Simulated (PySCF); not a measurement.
Energy of Ru+ (ruthenium, charge +1) between two integer charges

The 4d beta orbital of [Kr] 4d7 is emptied in steps (occupation f), with all orbitals relaxed, ending at [Kr] 4d6. All numbers are calculated (PySCF 2.14, scalar relativity through the core potential, in def2-SVP with the def2 core potential (28 electrons)). The exact energy is a straight line in f; departures are measured from the line between the end points of the same method.

```csv
f,UHF (eV),LDA (eV),PBE (eV)
1,0.000,0.000,0.000
0.9,0.142,-0.483,-0.476
0.7,0.318,-1.138,-1.118
0.5,0.363,-1.365,-1.339
0.3,0.292,-1.156,-1.132
0.1,0.120,-0.499,-0.487
0,0.000,0.000,0.000
```

Question: For LDA, how does the orbital energy at f = 1 compare with the removal energy?

Answer: −ε = 11.854 eV against a total-energy difference of 17.202 eV. By Janak's theorem ε = ∂E/∂f, so the gap between them reflects the curvature. Along the path −ε is 12.884 (f = 0.9), 14.987 (f = 0.7), 17.147 (f = 0.5), 19.359 (f = 0.3), 21.621 (f = 0.1) eV.

```csv
method,E(f=0) − E(f=1) (eV),−ε at f=1 (eV),−ε at f=0.5 (eV)
UHF,14.908,16.525,14.832
LDA,17.202,11.854,17.147
PBE,17.000,11.736,16.958
```

Reference removal energy between the ground levels: 16.76 ± 0.06 eV (semi-empirical (NIST evaluation); NIST Atomic Spectra Database, ionization energies). The calculation has no spin-orbit coupling. The determinant left behind need not be the lowest term of the ion. UHF lacks correlation.
